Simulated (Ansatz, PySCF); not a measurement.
Molecule: O$_{2}$, charge 2, multiplicity 1. 
Structure (B3LYP-D3(BJ)/def2-TZVP (Ansatz, a quantum-chemistry and plane-wave program) minimum search):
```
O
O 1 1.0325
```
Charge +2, spin multiplicity 1.

Total electronic energies in hartree. Cores are frozen in the correlated levels unless marked. No spin-orbit coupling. Non-relativistic. Basis-set limits of correlation are two-point, X^-3; Hartree-Fock from the larger set (for Q and 5 zeta extrapolated as (X+1)exp(-9√X)). [CCSD(T)-MP2]/basis is that difference in the basis named. The program attaches cautions to a run behind MP2/cc-pVDZ: large difference.

The Hartree-Fock reference is unstable (checked in the largest basis), which strains HF and MP2. 

| level | program | energy (Eh) |
|---|---|---|
| PBE0/6-31G* | Ansatz | -148.79731 |
| TPSSh-D4/def2-TZVPD | PySCF + dftd4 | -149.04040 |
| r2SCANh-D4/def2-TZVPD | Ansatz + dftd4 | … |
| MP2/cc-pVDZ | Ansatz | -148.69367 |
| RI-MP2/CBS(def2-TZVPP,def2-QZVPP) | Ansatz | -148.8793 |
| SCS-MP2/def2-QZVPPD | Ansatz | -148.84696 |
| SCS-MP2/cc-pV5Z | Ansatz | -148.86208 |
| RI-MP2/CBS(aug-cc-pVTZ,aug-cc-pVQZ)+[CCSD(T)-MP2]/aug-cc-pVTZ | Ansatz | -148.8751 |
| CCSD(T)/CBS(cc-pVQZ,cc-pV5Z) | Ansatz | -148.8744 |

### Question
Fill in the missing entries.

### Answer

- r2SCANh-D4/def2-TZVPD, energy (Eh): -148.95070
